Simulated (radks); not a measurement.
Spherical jellium clusters: N electrons in a uniform positive sphere of charge N and radius rs N^(1/3), rs = 4.28 bohr. Method: non-relativistic Kohn-Sham, LDA (Slater exchange, Perdew-Wang correlation), spin-polarised, spherical densities; computed with a radial shooting solver with Libxc functionals. Levels are named by radial order and angular momentum (1s, 1p, 1d, 2s, ...), and open shells are averaged over m.

N = 34, configuration 1s2 1p6 1d10 2s2 1f14. This is the lowest configuration that the search found. Occupied and some empty levels:

level  occupation  eigenvalue (eV)  <r> (bohr)
1s              2          -4.9239       7.659
1p              6          -4.3281       9.588
1d             10          -3.6517       10.71
2s              2          -3.5070       8.644
1f             14          -2.8718       11.52
2p              0          -2.4884       9.577
1g              0          -1.9938       12.24
2d              0          -1.4564       11.18

Energy (eV): total -65.3330, kinetic 52.585, external -2702.5, Hartree 1342.7, exchange-correlation -119.35, background 1361.2. Static polarisability (adiabatic kernel): 3310 bohr^3, against R^3 = 2666 for a classical metal sphere.

Electron density:

r (bohr)  n(r) (e/bohr^3)
0.987            0.004080
2.09             0.003648
3.19             0.003093
4.29             0.002642
5.38             0.002477
6.48             0.002646
7.58             0.003050
8.68             0.003484
9.78             0.003687
10.9             0.003432
12.0             0.002675
13.1             0.001677
14.2            0.0008388
15.3            0.0003539
16.4            0.0001340
17.5           0.00004728
18.6           0.00001592
19.7            5.209e-06
20.8            1.673e-06
21.9            5.312e-07
